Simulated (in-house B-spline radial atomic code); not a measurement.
**How G0W0 and RPA depend on the start: Sc14+**

Configuration [He] 2s2 2p3, highest spin. Computed with an all-electron radial atomic-structure program (B-spline basis): all electrons, non-relativistic, point nucleus, each spin shell either full or empty, empty states to l = 9 with an (l + 1/2)⁻⁴ tail; G0W0 by contour deformation at full frequency.

```
       start  mean-field 2p up (eV)  G0W0 (eV)  QP weight  RPA correlation (Eh)
Hartree-Fock                -930.33    -928.96      0.992                -0.378
         PBE                -889.54    -927.90      0.978               -0.4294
      r2SCAN                -894.40          ?          ?                     ?
        TPSS                -890.51          ?          ?                     ?
```

**Question.** What G0W0 level, weight and RPA correlation energy follow from the TPSS start?

**Answer.** G0W0 level -927.96 eV, weight 0.980, RPA correlation -0.42537 hartree.

**Question.** What G0W0 level, weight and RPA correlation energy follow from the r2SCAN start?

**Answer.** G0W0 level -928.09 eV, weight 0.982, RPA correlation -0.42097 hartree.

**Question.** How much of the dependence on the start does G0W0 remove?

**Answer.** The mean-field levels span 40.8 eV and the G0W0 levels 1.06 eV. Against 926.5 ± 0.7 eV (NIST, semi-empirical) the G0W0 removal energies are off by +1.40 to +2.46 eV, with relativity, Breit and QED terms left out.
